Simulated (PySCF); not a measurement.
ClO2W (SMILES [O]=[W](=[O])[Cl]), doublet, at a GFN2-xTB geometry (such geometries of metal compounds can be far from the true shape) (the multiplicity is a formal guess) (core potentials on W); DF-M062X/def2-TZVPD in PySCF.

PySCF was given this input:
```python
from pyscf import gto, scf, dft

mol = gto.M(
    atom='''
W     0.10569345   -0.14536463    0.11632561
O     1.67571442   -0.57054583   -0.30281806
O    -0.63881661   -0.85554319    1.44402192
Cl   -0.94802926    1.30386438   -1.04339564
''',
    basis='def2-tzvpd',
    ecp={'W': 'def2-tzvpd'},
    spin=1,
    verbose=4,
)

mf = dft.UKS(mol)
mf.xc = 'm062x'
mf = mf.density_fit(auxbasis='def2-universal-jkfit')
mf.kernel()
mf.analyze()
```

Output, abridged:

```
PySCF version 2.14.0

[INPUT] verbose = 4
[INPUT] num. atoms = 4
[INPUT] num. electrons = 47
[INPUT] charge = 0
[INPUT] spin (= nelec alpha-beta = 2S) = 1
[INPUT] symmetry False subgroup None
[INPUT] Mole.unit = angstrom
[INPUT] Symbol           X                Y                Z      unit          X                Y                Z       unit  Magmom
[...]
nuclear repulsion = 184.70564313387
number of shells = 59
number of NR pGTOs = 251
number of NR cGTOs = 169
basis = def2-tzvpd
ecp = {'W': 'def2-tzvpd'}

******** <class 'pyscf.df.df_jk.DFUKS'> ********
method = DFUKS
initial guess = minao
damping factor = 0
level_shift factor = 0
DIIS = <class 'pyscf.scf.diis.CDIIS'>
diis_start_cycle = 1
diis_space = 8
diis_damp = 0
SCF conv_tol = 1e-09
SCF conv_tol_grad = None
SCF max_cycles = 50
direct_scf = False
number electrons alpha = 24  beta = 23
XC library pyscf.dft.libxc version 7.1.2
    S. Lehtola, C. Steigemann, M. J. T. Oliveira, and M. A. L. Marques,  SoftwareX 7, 1–5 (2018)
XC functionals = m062x
    Y. Zhao and D. G. Truhlar,  Theor. Chem. Acc. 120, 215 (2008)
    Y. Zhao and D. G. Truhlar,  Theor. Chem. Acc. 120, 215 (2008)
radial grids:
    Treutler-Ahlrichs [JCP 102, 346 (1995); DOI:10.1063/1.469408] (M4) radial grids

becke partition: Becke, JCP 88, 2547 (1988); DOI:10.1063/1.454033
pruning grids: <function nwchem_prune>
grids dens level: 3
symmetrized grids: False
atomic radii adjust function: <function treutler_atomic_radii_adjust>
small_rho_cutoff = 0
Set gradient conv threshold to 3.16228e-05
tot grids = 71352
******** <class 'pyscf.df.df.DF'> ********
auxbasis = def2-universal-jkfit
init E= -656.111274608704

cycle= 1 E= -677.272765341162  delta_E= -21.2  |g|= 1.11  |ddm|= 9.71

cycle= 2 E= -673.32292252925  delta_E= 3.95  |g|= 3.25  |ddm|= 4.17
cycle= 3 E= -677.729470224339  delta_E= -4.41  |g|= 0.171  |ddm|= 3.74
cycle= 4 E= -677.74149444407  delta_E= -0.012  |g|= 0.0808  |ddm|= 0.223
cycle= 5 E= -677.7441163062  delta_E= -0.00262  |g|= 0.0153  |ddm|= 0.0848
cycle= 6 E= -677.744296233872  delta_E= -0.00018  |g|= 0.00861  |ddm|= 0.0211
cycle= 7 E= -677.744378478397  delta_E= -8.22e-05  |g|= 0.00396  |ddm|= 0.0116
cycle= 8 E= -677.744428689157  delta_E= -5.02e-05  |g|= 0.00218  |ddm|= 0.0096
cycle= 9 E= -677.744445925649  delta_E= -1.72e-05  |g|= 0.00131  |ddm|= 0.00622
cycle= 10 E= -677.74444986071  delta_E= -3.94e-06  |g|= 0.00131  |ddm|= 0.0033
cycle= 11 E= -677.744451350821  delta_E= -1.49e-06  |g|= 0.000313  |ddm|= 0.00178
cycle= 12 E= -677.74445153291  delta_E= -1.82e-07  |g|= 0.000174  |ddm|= 0.000808
cycle= 13 E= -677.744451552856  delta_E= -1.99e-08  |g|= 0.000111  |ddm|= 0.00027
cycle= 14 E= -677.744451559343  delta_E= -6.49e-09  |g|= 2.4e-05  |ddm|= 0.000102
cycle= 15 E= -677.744451560371  delta_E= -1.03e-09  |g|= 9.83e-06  |ddm|= 5.39e-05
cycle= 16 E= -677.744451560523  delta_E= -1.52e-10  |g|= 5.24e-06  |ddm|= 2.1e-05
Extra cycle  E= -677.744451560539  delta_E= -1.59e-11  |g|= 5.26e-06  |ddm|= 9.52e-06
converged SCF energy = -677.744451560539  <S^2> = 0.76108726  2S+1 = 2.0110567
**** SCF Summaries ****
Total Energy =                        -677.744451560539233
Nuclear Repulsion Energy =             184.705643133870211
One-electron Energy =                -1322.562185327359202
Two-electron Energy =                  460.112090632949787
Two-electron Coulomb Energy =          512.964387514862665
DFT Exchange-Correlation Energy =      -52.852296881912892
**** MO energy ****
                             alpha | beta                alpha | beta
[...]
WARN: Weak orthogonality for localized orbitals 2.6298307661116714e-09

spin_pop of  0 W 5s        0.00017
spin_pop of  0 W 6s        0.37113
spin_pop of  0 W 7s        0.02288
spin_pop of  0 W 8s       -0.00006
spin_pop of  0 W 9s        0.00460
spin_pop of  0 W 10s        0.00432
spin_pop of  0 W 5px       0.00001
spin_pop of  0 W 5py       0.00007
spin_pop of  0 W 5pz       0.00003
spin_pop of  0 W 6px      -0.00020
spin_pop of  0 W 6py      -0.00122
spin_pop of  0 W 6pz      -0.00080
spin_pop of  0 W 7px       0.00031
spin_pop of  0 W 7py       0.00046
spin_pop of  0 W 7pz       0.00033
spin_pop of  0 W 8px       0.00004
spin_pop of  0 W 8py       0.00001
spin_pop of  0 W 8pz      -0.00005
spin_pop of  0 W 9px       0.00046
spin_pop of  0 W 9py       0.00107
spin_pop of  0 W 9pz       0.00075
spin_pop of  0 W 5dxy      0.01816
spin_pop of  0 W 5dyz      0.02730
spin_pop of  0 W 5dz^2     0.03513
spin_pop of  0 W 5dxz      0.07255
spin_pop of  0 W 5dx2-y2    0.15387
spin_pop of  0 W 6dxy      0.00031
spin_pop of  0 W 6dyz      0.00023
spin_pop of  0 W 6dz^2     0.00036
spin_pop of  0 W 6dxz      0.05669
spin_pop of  0 W 6dx2-y2    0.12039
spin_pop of  0 W 7dxy      0.01414
spin_pop of  0 W 7dyz      0.02150
spin_pop of  0 W 7dz^2     0.02677
spin_pop of  0 W 7dxz      0.00241
spin_pop of  0 W 7dx2-y2    0.00736
spin_pop of  0 W 5f-3      0.00408
spin_pop of  0 W 5f-2      0.00060
spin_pop of  0 W 5f-1      0.00104
spin_pop of  0 W 5f+0      0.00372
spin_pop of  0 W 5f+1      0.00038
spin_pop of  0 W 5f+2      0.00223
spin_pop of  0 W 5f+3      0.00128
spin_pop of  1 O 1s        0.00000
spin_pop of  1 O 2s        0.00995
spin_pop of  1 O 3s        0.00865
spin_pop of  1 O 4s       -0.00001
spin_pop of  1 O 5s        0.00008
spin_pop of  1 O 6s        0.00001
spin_pop of  1 O 2px       0.00401
spin_pop of  1 O 2py      -0.02857
spin_pop of  1 O 2pz      -0.01438
spin_pop of  1 O 3px       0.00029
spin_pop of  1 O 3py       0.00115
spin_pop of  1 O 3pz       0.00087
spin_pop of  1 O 4px       0.00210
spin_pop of  1 O 4py       0.00041
spin_pop of  1 O 4pz       0.00046
spin_pop of  1 O 5px       0.00031
spin_pop of  1 O 5py       0.00026
spin_pop of  1 O 5pz       0.00022
spin_pop of  1 O 3dxy      0.00098
spin_pop of  1 O 3dyz      0.00163
spin_pop of  1 O 3dz^2     0.00039
spin_pop of  1 O 3dxz      0.00084
spin_pop of  1 O 3dx2-y2    0.00063
spin_pop of  1 O 4dxy      0.00086
spin_pop of  1 O 4dyz      0.00291
spin_pop of  1 O 4dz^2     0.00097
spin_pop of  1 O 4dxz      0.00060
spin_pop of  1 O 4dx2-y2    0.00085
spin_pop of  1 O 5dxy      0.00043
spin_pop of  1 O 5dyz      0.00270
spin_pop of  1 O 5dz^2     0.00114
spin_pop of  1 O 5dxz      0.00027
spin_pop of  1 O 5dx2-y2    0.00115
spin_pop of  1 O 4f-3      0.00002
spin_pop of  1 O 4f-2      0.00010
spin_pop of  1 O 4f-1      0.00001
spin_pop of  1 O 4f+0      0.00001
spin_pop of  1 O 4f+1      0.00004
spin_pop of  1 O 4f+2      0.00004
spin_pop of  1 O 4f+3      0.00003
spin_pop of  2 O 1s        0.00000
spin_pop of  2 O 2s        0.01006
spin_pop of  2 O 3s        0.00834
spin_pop of  2 O 4s       -0.00001
spin_pop of  2 O 5s        0.00007
spin_pop of  2 O 6s        0.00002
spin_pop of  2 O 2px       0.00065
spin_pop of  2 O 2py      -0.02810
spin_pop of  2 O 2pz      -0.01177
spin_pop of  2 O 3px       0.00048
spin_pop of  2 O 3py       0.00112
spin_pop of  2 O 3pz       0.00071
spin_pop of  2 O 4px       0.00075
spin_pop of  2 O 4py       0.00061
spin_pop of  2 O 4pz       0.00159
spin_pop of  2 O 5px       0.00019
spin_pop of  2 O 5py       0.00029
spin_pop of  2 O 5pz       0.00034
spin_pop of  2 O 3dxy      0.00121
spin_pop of  2 O 3dyz      0.00069
spin_pop of  2 O 3dz^2     0.00164
spin_pop of  2 O 3dxz      0.00021
spin_pop of  2 O 3dx2-y2    0.00074
spin_pop of  2 O 4dxy      0.00247
spin_pop of  2 O 4dyz      0.00040
spin_pop of  2 O 4dz^2     0.00216
spin_pop of  2 O 4dxz      0.00013
spin_pop of  2 O 4dx2-y2    0.00107
spin_pop of  2 O 5dxy      0.00267
spin_pop of  2 O 5dyz      0.00016
spin_pop of  2 O 5dz^2     0.00182
spin_pop of  2 O 5dxz      0.00046
spin_pop of  2 O 5dx2-y2    0.00071
spin_pop of  2 O 4f-3      0.00001
spin_pop of  2 O 4f-2      0.00002
spin_pop of  2 O 4f-1      0.00004
spin_pop of  2 O 4f+0      0.00008
spin_pop of  2 O 4f+1      0.00001
spin_pop of  2 O 4f+2      0.00002
spin_pop of  2 O 4f+3      0.00007
spin_pop of  3 Cl 1s        0.00000
spin_pop of  3 Cl 2s        0.00000
spin_pop of  3 Cl 3s        0.00734
spin_pop of  3 Cl 4s        0.00446
spin_pop of  3 Cl 5s        0.00010
spin_pop of  3 Cl 6s        0.00003
spin_pop of  3 Cl 2px      -0.00000
spin_pop of  3 Cl 2py      -0.00000
spin_pop of  3 Cl 2pz      -0.00000
spin_pop of  3 Cl 3px      -0.00282
spin_pop of  3 Cl 3py      -0.00658
spin_pop of  3 Cl 3pz      -0.00481
spin_pop of  3 Cl 4px       0.00001
spin_pop of  3 Cl 4py       0.00011
spin_pop of  3 Cl 4pz       0.00007
spin_pop of  3 Cl 5px       0.00042
spin_pop of  3 Cl 5py       0.00081
spin_pop of  3 Cl 5pz       0.00053
spin_pop of  3 Cl 6px       0.00035
spin_pop of  3 Cl 6py       0.00064
spin_pop of  3 Cl 6pz       0.00041
spin_pop of  3 Cl 7px       0.00026
spin_pop of  3 Cl 7py       0.00049
spin_pop of  3 Cl 7pz       0.00031
spin_pop of  3 Cl 3dxy      0.00299
spin_pop of  3 Cl 3dyz      0.00495
spin_pop of  3 Cl 3dz^2     0.00070
spin_pop of  3 Cl 3dxz      0.00065
spin_pop of  3 Cl 3dx2-y2    0.00093
spin_pop of  3 Cl 4dxy      0.00007
spin_pop of  3 Cl 4dyz      0.00031
spin_pop of  3 Cl 4dz^2     0.00033
spin_pop of  3 Cl 4dxz      0.00100
spin_pop of  3 Cl 4dx2-y2    0.00083
spin_pop of  3 Cl 5dxy      0.00080
spin_pop of  3 Cl 5dyz      0.00053
spin_pop of  3 Cl 5dz^2     0.00017
spin_pop of  3 Cl 5dxz      0.00218
spin_pop of  3 Cl 5dx2-y2    0.00081
spin_pop of  3 Cl 4f-3      0.00025
spin_pop of  3 Cl 4f-2      0.00020
spin_pop of  3 Cl 4f-1      0.00023
spin_pop of  3 Cl 4f+0      0.00011
spin_pop of  3 Cl 4f+1      0.00013
spin_pop of  3 Cl 4f+2      0.00023
spin_pop of  3 Cl 4f+3      0.00011

WARN: Weak orthogonality for localized orbitals 2.6298307661116714e-09

In total            24.00000 | 23.00000
Dipole moment(X, Y, Z, Debye): -1.19432,  1.64287, -1.31494
```
